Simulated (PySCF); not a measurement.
Species: C2H12NPSi4.
Structure used (PBE0-D3(BJ)/def2-SVP), in Å, numbered top down from 1:
```xyz
20
C2H12NPSi4 angstrom
C      1.1226   -3.0319    0.8680
C      0.9030   -1.8489    0.6777
Si     0.6000   -0.0661    0.3485
Si     2.1371    0.6744   -1.2581
P      0.9484    0.9950    2.3265
N     -1.0632    0.2016   -0.1355
Si    -1.6561   -0.5565   -1.6088
Si    -2.2221    1.0103    0.9108
H      1.3130   -4.0762    1.0425
H      1.9254    2.1443   -1.4511
H      3.5219    0.4538   -0.7375
H      1.9987   -0.0082   -2.5809
H      1.3357    2.2304    1.7210
H      2.2834    0.4935    2.4031
H     -2.1970    0.4665   -2.5540
H     -2.7397   -1.5428   -1.3151
H     -0.5048   -1.2611   -2.2461
H     -1.7011    2.3390    1.3514
H     -2.5676    0.2046    2.1194
H     -3.4576    1.2123    0.0930
```

Theory: PBE0-D3(BJ)/def2-SVP geometry optimisation, gas phase in PySCF.

Masses are those of the commonest isotopes; rigid-rotor values at the optimised geometry. The values belong to one conformer with, in the numbering `[CH:1]#[C:2][Si@:3]([SiH3:4])([PH2:5])[N:6]([SiH3:7])[SiH3:8]`, C2–Si3–P5–H 152° and 58°, C2–Si3–N6–Si7 -62°.

(1) What are A, B and C (cm⁻¹)?

(2) Classify the top.

(3) What does the inertial defect say?

(4) List the rotational levels J(Ka,Kc) to J = 3 (cm⁻¹).

(5) Which types of transition are allowed, and where do some lines up to J = 5 fall?

## Answers

(1) Ia = 614.58, Ib = 731.65, Ic = 875.33 u·Å²; 505379 MHz·u·Å²/I gives 822.3, 690.7 and 577.4 MHz, that is A = 0.02743, B = 0.02304, C = 0.01926 cm⁻¹.

(2) An asymmetric top; Ray's κ = -0.074.

(3) Not planar: Δ = Ic − Ia − Ib = -470.90 u·Å². For a rigid frame Δ = −2 Σ m c², so Σ m c² = 235.45 u·Å² lies off the ab plane: 35.53 from hydrogen and 199.92 from heavier atoms. The atom farthest from that plane is 3.73 Å away.

(4) Above 0(0,0):
J = 1: 1(0,1) 0.0423, 1(1,1) 0.0467, 1(1,0) 0.0505
J = 2: 2(0,2) 0.1253, 2(1,2) 0.1275, 2(1,1) 0.1389, 2(2,1) 0.1520, 2(2,0) 0.1536
J = 3: 3(0,3) 0.2471, 3(1,3) 0.2479, 3(1,2) 0.2701, 3(2,2) 0.2789, 3(2,1) 0.2857, 3(3,1) 0.3112, 3(3,0) 0.3116
Those of J = 1 are B + C, A + C and A + B.

(5) The dipole components are |μa| = 0.46 D, |μb| = 0.61 D, |μc| = 0.32 D. The squared components, which scale the intensities, stand as 0.57 : 1.00 : 0.27 (a : b : c). Some lines, for components of 0.1 D or more:

```json
{"type": "b", "branch": "Q", "J(Ka,Kc)": "4(3,1) ← 4(2,2)", "MHz": "685", "lower level (cm⁻¹)": "0.463"}
{"type": "c", "branch": "Q", "J(Ka,Kc)": "3(3,1) ← 3(2,1)", "MHz": "765", "lower level (cm⁻¹)": "0.286"}
{"type": "b", "branch": "Q", "J(Ka,Kc)": "3(3,0) ← 3(2,1)", "MHz": "779", "lower level (cm⁻¹)": "0.286"}
{"type": "b", "branch": "Q", "J(Ka,Kc)": "3(2,2) ← 3(1,3)", "MHz": "931", "lower level (cm⁻¹)": "0.248"}
{"type": "b", "branch": "Q", "J(Ka,Kc)": "3(3,1) ← 3(2,2)", "MHz": "967", "lower level (cm⁻¹)": "0.279"}
{"type": "c", "branch": "Q", "J(Ka,Kc)": "5(4,2) ← 5(3,2)", "MHz": "1025", "lower level (cm⁻¹)": "0.706"}
{"type": "c", "branch": "Q", "J(Ka,Kc)": "4(4,1) ← 4(3,1)", "MHz": "1176", "lower level (cm⁻¹)": "0.486"}
{"type": "b", "branch": "Q", "J(Ka,Kc)": "4(4,0) ← 4(3,1)", "MHz": "1180", "lower level (cm⁻¹)": "0.486"}
{"type": "a", "branch": "Q", "J(Ka,Kc)": "5(1,4) ← 5(1,5)", "MHz": "1426", "lower level (cm⁻¹)": "0.605"}
{"type": "b", "branch": "Q", "J(Ka,Kc)": "5(5,0) ← 5(4,1)", "MHz": "1571", "lower level (cm⁻¹)": "0.741"}
{"type": "a", "branch": "R", "J(Ka,Kc)": "2(1,2) ← 1(1,1)", "MHz": "2423", "lower level (cm⁻¹)": "0.047"}
{"type": "b", "branch": "R", "J(Ka,Kc)": "3(2,1) ← 2(1,2)", "MHz": "4741", "lower level (cm⁻¹)": "0.128"}
{"type": "b", "branch": "R", "J(Ka,Kc)": "4(0,4) ← 3(1,3)", "MHz": "4771", "lower level (cm⁻¹)": "0.248"}
{"type": "b", "branch": "R", "J(Ka,Kc)": "3(3,0) ← 2(2,1)", "MHz": "4786", "lower level (cm⁻¹)": "0.152"}
{"type": "a", "branch": "R", "J(Ka,Kc)": "4(1,3) ← 3(1,2)", "MHz": "5158", "lower level (cm⁻¹)": "0.270"}
{"type": "c", "branch": "R", "J(Ka,Kc)": "4(1,3) ← 3(0,3)", "MHz": "5849", "lower level (cm⁻¹)": "0.247"}
{"type": "c", "branch": "R", "J(Ka,Kc)": "4(2,3) ← 3(1,3)", "MHz": "5964", "lower level (cm⁻¹)": "0.248"}
{"type": "c", "branch": "R", "J(Ka,Kc)": "4(3,1) ← 3(2,1)", "MHz": "5993", "lower level (cm⁻¹)": "0.286"}
{"type": "a", "branch": "R", "J(Ka,Kc)": "5(2,4) ← 4(2,3)", "MHz": "6235", "lower level (cm⁻¹)": "0.447"}
{"type": "b", "branch": "R", "J(Ka,Kc)": "4(4,1) ← 3(3,0)", "MHz": "6389", "lower level (cm⁻¹)": "0.312"}
{"type": "a", "branch": "R", "J(Ka,Kc)": "5(3,3) ← 4(3,2)", "MHz": "6411", "lower level (cm⁻¹)": "0.483"}
{"type": "a", "branch": "R", "J(Ka,Kc)": "5(2,3) ← 4(2,2)", "MHz": "6607", "lower level (cm⁻¹)": "0.463"}
{"type": "c", "branch": "R", "J(Ka,Kc)": "5(2,3) ← 4(1,3)", "MHz": "7223", "lower level (cm⁻¹)": "0.442"}
{"type": "c", "branch": "R", "J(Ka,Kc)": "5(1,4) ← 4(0,4)", "MHz": "7371", "lower level (cm⁻¹)": "0.407"}
{"type": "b", "branch": "R", "J(Ka,Kc)": "5(4,1) ← 4(3,2)", "MHz": "7738", "lower level (cm⁻¹)": "0.483"}
{"type": "c", "branch": "R", "J(Ka,Kc)": "5(5,1) ← 4(4,1)", "MHz": "8045", "lower level (cm⁻¹)": "0.525"}
```

No frequency check. No vibrational averaging or centrifugal distortion is included, and the geometry carries the error of its method. A rigid rotor knows nothing of internal rotation, which can split or shift real lines. Quadrupole hyperfine structure (14N) is left out.
